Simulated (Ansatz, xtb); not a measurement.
Two isomers of C4H5N3Se

We compare a, `[H]/N=C/c1n[se]nc1C`, a singlet, with b, `C[Se]c1nccnn1`, a singlet. Both are isolated molecules in the gas phase, relaxed with B3LYP-D3(BJ)/def2-SVP; the shapes shown needn't be the lowest conformers.

a (Å):

```yaml
atoms:
  - { symbol: C, position_ang: [-0.1253, 0.4812, 0.5123] }
  - { symbol: C, position_ang: [0.8377, 0.5815, -0.6312] }
  - { symbol: C, position_ang: [0.8285, -0.2940, -1.8137] }
  - { symbol: C, position_ang: [-0.1128, -1.4000, -2.0728] }
  - { symbol: N, position_ang: [1.7721, 1.4971, -0.6234] }
  - { symbol: N, position_ang: [1.7499, -0.0613, -2.7210] }
  - { symbol: N, position_ang: [-1.0458, -1.7151, -1.2636] }
  - { symbol: Se, position_ang: [2.7501, 1.3308, -2.1503] }
  - { symbol: H, position_ang: [-1.1600, 0.5954, 0.1577] }
  - { symbol: H, position_ang: [-0.0771, -0.5168, 0.9719] }
  - { symbol: H, position_ang: [0.1091, 1.2538, 1.2560] }
  - { symbol: H, position_ang: [0.0832, -1.9116, -3.0322] }
  - { symbol: H, position_ang: [-1.5832, -2.5073, -1.6301] }
```

b (Å):

```xyz
13

C    -1.1343    1.7705    0.3305
C     0.7157    0.1335   -1.2059
C     1.9276   -1.4098   -2.3067
C     0.9939   -2.3693   -1.8814
N     1.7897   -0.1403   -1.9661
N    -0.0467   -2.0236   -1.1287
N    -0.1929   -0.7534   -0.7825
Se    0.5109    1.9572   -0.7132
H    -0.9644    1.0911    1.1737
H    -1.9352    1.3770   -0.3060
H    -1.3833    2.7788    0.6887
H     2.7888   -1.6852   -2.9273
H     1.0807   -3.4265   -2.1467
```

Quicker runs give these differences E(b) − E(a): GFN2-xTB +38.2 kJ/mol; HF/STO-3G −34.1 kJ/mol (at GFN2-xTB geometries); r2SCAN-D4/def2-SVP +43.4 kJ/mol (at GFN2-xTB geometries).

Question: Which of the two would you expect CCSD(T)/def2-SVP + ΔMP2/def2-TZVPP electronic energies to favour?

Answer: Structure a; the calculation gives E(b) − E(a) = +71.1 kJ/mol.

The same difference at several levels:

```
                             level               geometry  E(b) − E(a) (kJ/mol)  departure from the last row (kJ/mol)  job, with rough time for the two
                          GFN2-xTB               GFN2-xTB                   +38.2                                 −32.9              optimisation, 0.33 s
                         HF/STO-3G               GFN2-xTB                   −34.1                                −105.2              single point, 0.64 s
                r2SCAN-D4/def2-SVP               GFN2-xTB                   +43.4                                 −27.7                 single point, 5 s
             B3LYP-D3(BJ)/def2-SVP  B3LYP-D3(BJ)/def2-SVP                   +41.0                                 −30.0                optimisation, 42 s
                       HF/def2-SVP  B3LYP-D3(BJ)/def2-SVP                   +21.1                                 −50.0           part of the CCSD(T) run
                      MP2/def2-SVP  B3LYP-D3(BJ)/def2-SVP                   +63.0                                  −8.1           part of the CCSD(T) run
                  CCSD(T)/def2-SVP  B3LYP-D3(BJ)/def2-SVP                   +62.0                                  −9.1                      single point
CCSD(T)/def2-SVP + ΔMP2/def2-TZVPP  B3LYP-D3(BJ)/def2-SVP                   +71.1                                                   single point, 2.7 min
```

As drawn, b has 2 C–Se, 2 C∷N, 1 N∷N, 1 C–H in place of 1 N–H, 1 C=N, 2 C–C, 2 N∷Se (∷ is an aromatic bond). Structure a has a 5-membered ring (with an aromatic ring), b a 6-membered ring (with an aromatic ring).

HF/STO-3G puts the two in the other order. The largest departure from CCSD(T)/def2-SVP + ΔMP2/def2-TZVPP is that of HF/STO-3G, 105.2 kJ/mol. The last row adds to CCSD(T) the change of the MP2 difference between the two basis sets, here +9.1 kJ/mol.

With thermal terms from frequencies at re-optimised GFN2-xTB minima (ideal gas, soft modes damped towards free rotors, one conformer each, 298.15 K, 1 atm): on the last row, ΔE + ΔZPE = +67.5, ΔH = +68.1, ΔG = +65.6 kJ/mol.

The correlated steps freeze 16 core orbitals; the filled d shell of Se is correlated, in a basis made for valence electrons. Codes used: Ansatz 0.2.0, xtb 6.7.1; the last row on 4 threads of Arm Neoverse V1 on a shared host.
